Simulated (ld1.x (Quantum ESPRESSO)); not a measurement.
**Transferability test, TM potential for Ni**

ld1.x (Quantum ESPRESSO) 7.5 input, shortened:

```
&input
   title='Ni', zed=28., rel=1, dft='PBE', iswitch=3,
   config='[Ar] 3d8 4s2 4p0'
 /
 &inputp
   pseudotype=2, tm=.true., lloc=2,
   nlcc=.false.
 /
3
3S  1  0   2.00   0.00  0.95  0.95  0.0
3P  2  1   6.00   0.00  1.15  1.15  0.0
3D  3  2   8.00   0.00  1.50  1.50  0.0
 &test
   configts(1)='3s2 3p6 3d8 4s2 4p0'
 /
```

Occupied shells without a wave of their own: 4s. They enter only through the test configuration that unscreens the potential.

Energies are relative to the spin-unpolarised reference configuration 3s2 3p6 3d8 4s2 4p0; without spin polarisation the order of configurations can differ from experiment. The frozen-core shift is the all-electron ΔE with the core orbitals held at their reference shape minus the fully relaxed ΔE.

Q: Give the all-electron excitation energy and the error of the potential for: 3s2 3p6 3d8 4s1 4p0; 3s2 3p6 3d8 4s0 4p0; 3s2 3p6 3d7 4s0 4p0; 3s2 3p5 3d8 4s2 4p0; 3s2 3p6 3d8 4s1.5 4p0; 3s2 3p6 3d9 4s0 4p0; 3s2 3p6 3d7 4s2 4p0.

A:

```
valence configuration  charge  ΔE all-electron (eV)  error AE − PS (meV)  frozen-core shift (meV)
  3s2 3p6 3d8 4s1 4p0      +1                 9.322                 +260                     +1.1
  3s2 3p6 3d8 4s0 4p0      +2                26.673                 +588                     +2.9
  3s2 3p6 3d7 4s0 4p0      +3                64.140                 +482                     -0.5
  3s2 3p5 3d8 4s2 4p0      +1                79.524                 -5.0                      +21
3s2 3p6 3d8 4s1.5 4p0    +0.5                 3.717                 +118                     +0.5
  3s2 3p6 3d9 4s0 4p0      +1                 6.318                 +529                     +5.0
  3s2 3p6 3d7 4s2 4p0      +1                16.120                 +146                     -3.5
```

Levels in the configuration 3s2 3p6 3d7 4s0 4p0:

```json
{"level": "3s", "all-electron (eV)": "-150.583", "pseudo (eV)": "-150.983"}
{"level": "3p", "all-electron (eV)": "-110.707", "pseudo (eV)": "-111.098"}
{"level": "3d", "all-electron (eV)": "-47.063", "pseudo (eV)": "-47.224"}
```

The 4s level has no wave, so the channel is fitted at the deeper level alone: the likely source of the large errors. A variational frozen-core shift is positive and of second order in the change. This column holds negative values, so the frozen-core run of ld1.x carries numerical noise or an error of first order here, and the column gives no more than the rough size of the effect.
